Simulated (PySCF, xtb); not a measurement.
PbBr, SMILES [Br][Pb+] (connectivity only; charge and spin as stated), charge +1, multiplicity 1.

Harmonic wavenumbers (cm⁻¹) from xtb with GFN2-xTB at its own minimum, in rising order: 238.

Problem. What does PySCF with B3LYP-D3(BJ)/def2-TZVP give at its own minimum? (Estimate from the structure and the level; the computed values follow.)

Solution. 253. Paired by order, the mean absolute difference is 14 cm⁻¹ and the zero-point energies are 0.3 and 0.4 kcal/mol.
